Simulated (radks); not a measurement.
Values are calculated unless marked as measured or tabulated.
All-electron atom: the cadmium ion Cd7+ in [Kr] 4d5. Level of theory: scalar-relativistic Kohn-Sham, PBEsol, spin-polarised, spherical densities, finite nucleus; open shells are filled with parallel spins first (spin-orbit coupling, left out, can overturn this in heavy ions); Fermi nuclear charge, rms radius 4.6087 fm (a radial shooting solver on a logarithmic mesh with Libxc functionals).

Normalised radial functions P(r) = r R(r), r in bohr:

```
   r/bohr * 4d down (the largest magnitude, 1.06, reaches the edge; | marks zero)
 0.002582                             *
 0.003791                             *
 0.005566                             *
 0.008237                             *
  0.01209                             *
  0.01775                             *
  0.02607                             *
  0.03858                             |*
  0.05664                             |  *
  0.08315                             |    *
   0.1231                             |         *
   0.1807                             |             *
   0.2652                             |            *
   0.3894                             | *
   0.5763             *               |
   0.8461  *                          |
    1.242       *                     |
    1.838                   *         |
    2.699                           * |
```

4d down (empty): eigenvalue -115.74 eV, 1 radial node at r = 0.411 bohr, <r> = 1.05 bohr, 90 % of the charge inside 1.58 bohr.
